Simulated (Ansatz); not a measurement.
Reactions of `C=[C](F)[InH][CH3]`.

Program: Ansatz. Geometries: PBE0-D4/def2-TZVP. ΔE: electronic, gas phase. CBS: MP2 limit from def2 TZ/QZ plus the TZ coupled-cluster correction, frozen cores. This one scheme is used for every species. def2 core potentials past Kr. For Br, In, Se outer-core shells are correlated without core-valence functions, which leaves a few kJ/mol of doubt a bond. Scalar relativity is left out up to krypton. Each species was taken in one conformer, which may not be the lowest.

```tsv
reaction	HF/CBS(def2) (eV)	CCSD(T)/CBS(def2) (eV)
`C=[C](F)[InH][CH3]` + HCl → `[CH3][InH][Cl]` + `C=CF`	-1.84	-1.56
`C=[C](F)[InH][CH3]` + H₂Se → `C=C(F)[SeH]` + `[CH3][InH2]`	0.38	0.42
`C=[C](F)[InH][CH3]` + `O[SiH](O)Br` → `CO[SiH](O)Br` + `C=[C](F)[InH2]`	0.64	0.88
`C=[C](F)[InH][CH3]` + HBr → `C=C(F)Br` + `[CH3][InH2]`	0.53	0.58
`C=[C](F)[InH][CH3]` + `[OH][AlH][SH]` → `C[O][AlH][SH]` + `C=[C](F)[InH2]`	0.66	0.94
`C=[C](F)[InH][CH3]` + `O[SiH](O)CCl` → `[CH3][InH][CH2]Cl` + `C=C(F)[SiH](O)O`	0.13	0.07
```

Largest T1 diagnostic: 0.014, for `C=[C](F)[InH2]`.
